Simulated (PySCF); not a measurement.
Simulated Si 2p region for Si(CF3)H3 (`[H][Si]([H])([H])C(F)(F)F`), binding energy against the vacuum level.

Every computed line was given a Gaussian of 0.4 eV full width at half maximum and an area set by the number of equivalent atoms (split 2:1 within a doublet); the highest printed point is 100. Computed, not measured: PySCF, delta-SCF UKS SCAN, pcX-2 on the ionised atom, pcseg-1 elsewhere, spin-free X2C.

(binding energy (eV), intensity): (107.3, 1), (107.4, 5), (107.5, 18), (107.6, 45), (107.7, 80), (107.8, 100), (107.9, 88), (108.0, 57), (108.1, 31), (108.2, 27), (108.3, 38), (108.4, 49), (108.5, 47), (108.6, 32), (108.7, 15), (108.8, 5), (108.9, 1), (109.0, 0)

**Question.** How many maxima does the curve show, and how many computed lines lie under it?

**Answer.** The curve has 2 maxima (at 107.8 and 108.4 eV). Under it lie 2 lines from 1 inequivalent silicon site, drawn as a 2p3/2, 2p1/2 pair.

**Question.** Decompose the envelope and assign each component. Bonds: Si1–C2, C2–F3, C2–F4, C2–F5. Hydrogens: H6, H7, H8 on Si1.

**Answer.** 
```csv
position (eV),relative area,line,atoms,environment
107.81,0.67,Si 2p3/2,Si1,silicon bonded to C and 3 H
108.44,0.33,Si 2p1/2,Si1,silicon bonded to C and 3 H
```

**Question.** What are the centre and the root-mean-square width of the whole band?

**Answer.** The area-weighted mean of the lines is 108.02 eV. Their own spread about it is 0.29 eV (rms) and each Gaussian has σ = 0.4/2.355 = 0.17 eV; the variances add, which gives 0.34 eV.

No satellites, vibrations or lifetime broadening are included. Spin–orbit coupling isn't in the SCF: each 2p doublet comes from a relaxed spin-free hole plus a matrix of the shell (mean-field spin–orbit coupling and the ground-state 2p splitting), with 2p3/2 averaged over its two sublevels. 2p1/2 minus 2p3/2 (ligand field included): Si 0.62 eV. Geometry: PBE0-D3(BJ)/def2-SVP; no solvent, vibrations or thermal averaging.
